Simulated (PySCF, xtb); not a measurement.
Sn(I)2 anion (I2Sn), SMILES [I][Sn][I] (connectivity only; charge and spin as stated), charge -1, multiplicity 2.

Harmonic wavenumbers (cm⁻¹) from xtb 6.7.1 with GFN2-xTB at its own minimum, in rising order: 47, 160, 172.

### Question
What does PySCF with B3LYP-D3(BJ)/def2-SVPD give at its own minimum? (An estimate is asked for; the answer gives what the named calculation found.)

### Answer
41, 134, 143. Paired by order, the mean absolute difference is 20 cm⁻¹ and the zero-point energies are 0.5 and 0.5 kcal/mol.
